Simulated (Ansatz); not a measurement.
C2H7NSi can be A, `C=CN[SiH3]`, or B, `C/C=N\[SiH3]`.

Computed with Ansatz on PBE0-D4/def2-TZVP structures; ΔE is electronic, products minus reactants. CBS: MP2 limit from def2 TZ/QZ plus the TZ coupled-cluster correction, frozen cores. This one scheme is used for every species. DFT in def2-TZVPP. B3LYP here is the variant with VWN-RPA as its local correlation; programs differ in this. Each species was taken in one conformer, which may not be the lowest.

(1) Which isomer does CCSD(T)/CBS put lower? Give the gap. (Best estimate.)

(2) Give E(B) − E(A) in kJ/mol with r2SCAN-D4, MP2/def2-TZVPP, B3LYP-D4, PBE0-D4, LDA (SPW92), BLYP-D4, B2PLYP. (Best estimate.)

(3) Does the order hold for the free energy at 298.15 K (harmonic terms from PBE0-D4)? (Best estimate.)

Largest T1 diagnostic: 0.013.

Answers

(1) Ansatz gave: A, by 9.3 kJ/mol.

(2) Computed: r2SCAN-D4 8.9, MP2/def2-TZVPP 8.9, B3LYP-D4 8.2, PBE0-D4 9.6, LDA (SPW92) 16.9, BLYP-D4 5.7, B2PLYP 8.0. None reverses the order clearly.

(3) The calculation gave: Yes: G(B) − G(A) = +8.4 kJ/mol, for one conformer each.

At CCSD(T), def2-SVP lies −4.7 kJ/mol from the extrapolated value and def2-TZVPP −2.7 kJ/mol. Leaving LDA and LC-ωPBE aside and taking each functional with its dispersion term where it has one, the values, not all of them listed here, spread over 7.0 kJ/mol, from B97M-V to r2SCAN0-D4. LDA lies +9.2 kJ/mol from PBE without D4.
